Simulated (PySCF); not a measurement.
A structure optimised at PBE-D3(BJ)/def2-SVP, used in a PySCF frequency run:

```xyz
10

N      1.5295    -0.7111    -0.7261
Ge     0.0078     0.0029    -0.0076
O      0.1156     1.6129     0.7693
O     -1.0985     0.0948    -1.4058
O     -0.5903    -1.0179     1.3379
H      1.6500    -0.4280    -1.7056
H      2.3781    -0.4609    -0.2070
H     -0.1087     1.5101     1.7144
H     -1.8315     0.7036    -1.1977
H     -0.4581    -1.9580     1.1125
```

Q: Write its SMILES and formula.

A: [NH2][Ge]([OH])([OH])[OH], GeH5NO3

Q: What are its rotational constants (standard atomic weights)?

A: 3.6166, 3.3086, 3.0861 GHz
